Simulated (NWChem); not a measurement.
System: Si2H4F2; SMILES [SiH](F)([SiH3])F

Here is an NWChem input.

```
start job
memory heap 200 mb stack 900 mb global 1100 mb
geometry units angstroms noautoz
  Si     0.000709     1.731048    -0.102714
  Si     0.000289    -0.568390     0.367385
  F      1.317029    -1.246079    -0.325636
  F     -1.314955    -1.246186    -0.328388
  H      0.003711     1.934666    -1.591811
  H      1.225846     2.366063     0.495928
  H     -1.227105     2.365532     0.490966
  H     -0.001212    -0.955581     1.815971
end
basis spherical
  Si library 6-31+g*
  F library 6-31+g*
  H library 6-31+g*
end
dft
  xc xpbe96 cpbe96
  iterations 150
end
tddft
  nroots 8
  notriplet
end
task tddft energy
```

Structure relaxed at the PBE-D3(BJ)/def2-SVP level.

Vertical excitations in the gas phase.

### Question
What results follow from this input? (PBE/6-31+G* (spherical d), full TDDFT.) Quantities: lowest excitation, singlet (eV); oscillator strength of that lowest state; lowest state with f > 0.02, singlet (eV); oscillator strength of that bright state; orbital gap (eV).

### Answer
The lowest excitation, singlet (eV) is 6.42. The oscillator strength of that lowest state comes out as 0.007, the lowest state with f > 0.02, singlet (eV) is 7.12 and the oscillator strength of that bright state is 0.032. The orbital gap (eV) comes out as 6.13.
